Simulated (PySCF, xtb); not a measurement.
Zn(H)(SH) (H2SZn), SMILES [SH][ZnH].

Harmonic wavenumbers (cm⁻¹) from GFN2-xTB (xtb 6.7.1) at its own minimum, in rising order: 198, 222, 299, 550, 1643, 2493.

Q: What does B3LYP-D3(BJ)/def2-TZVP in PySCF 2.14.0 give at its own minimum? (The exact figures need the calculation; the answer reports its results.)

A: 387, 417, 444, 644, 1927, 2660. Paired by order, the mean absolute difference is 179 cm⁻¹ and the zero-point energies are 7.7 and 9.3 kcal/mol.
